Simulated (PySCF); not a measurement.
B(Me)(OH)(NH2), SMILES CB(N)O (CH₆BNO), singlet (PBE0/def2-SVP optimised geometry):

```
10

B     -0.137     0.081     0.000
C      1.449     0.081     0.000
H      1.889    -0.927    -0.012
H      1.841     0.601     0.891
H      1.842     0.624    -0.877
O     -0.858     1.254     0.000
H     -0.292     2.030     0.000
N     -0.878    -1.114     0.001
H     -1.889    -1.116     0.003
H     -0.456    -2.030     0.001
```

Method: PBE0/def2-TZVP in PySCF.

### Question
What are the frontier orbital energies and the dipole moment?

### Answer
HOMO-2 -9.71 eV, HOMO-1 -8.84 eV, HOMO -7.56 eV, LUMO 0.75 eV, LUMO+1 1.86 eV; dipole moment 0.86 D.

On the same geometry PySCF with PBE/def2-TZVP gives HOMO-2 -8.04 eV, HOMO-1 -7.29 eV, HOMO -6.10 eV, LUMO -0.03 eV, LUMO+1 0.93 eV; dipole moment 0.78 D.

Meta-Löwdin charges at PBE0/def2-TZVP: B1 0.33, C2 -0.49, H3 0.12, H4 0.12, H5 0.12, O6 -0.54, H7 0.35, N8 -0.50, H9 0.24, H10 0.24.
